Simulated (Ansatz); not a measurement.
System: H2SiO2, charge 0, singlet. H2SiO2 (SMILES O[Si]O).
B3LYP-D3(BJ)/def2-TZVP minimum from Ansatz (a quantum-chemistry and plane-wave program):
```
Si
O 1 1.6481
H 2 0.9663 1 118.39
O 1 1.6695 2 99.55 3 0.00
H 4 0.9625 1 116.81 2 180.00
```

Hartree-Fock and CCSD(T) correlation energies in hartree (Ansatz). UHF or UKS for unpaired electrons; spin-orbit terms are left out. Cores are frozen in correlated methods. No relativity.

| basis | X | E(HF) | E(corr, CCSD(T)) |
|---|---|---|---|
| cc-pV(T+d)Z | 3 | -439.97135 | -0.62167 |
| cc-pV(Q+d)Z | 4 | -439.98827 | -0.66610 |
| cc-pV(5+d)Z | 5 | -439.99223 | withheld |

Question: Fit E(corr) = E∞ + A/X³ to X = 3 and 4, predict X = 5, and compare with the run.

Answer: A = (-0.62167 - (-0.66610))/(1/27 - 1/64) = 2.0750; E∞ = -0.66610 - A/64 = -0.69852; at X = 5, E∞ + A/125 = -0.68192. The run gave -0.68196, 0.04 mEh below the prediction. The same form on X = 4 and 5 gives E∞ = -0.69860, 0.08 mEh below the first estimate.
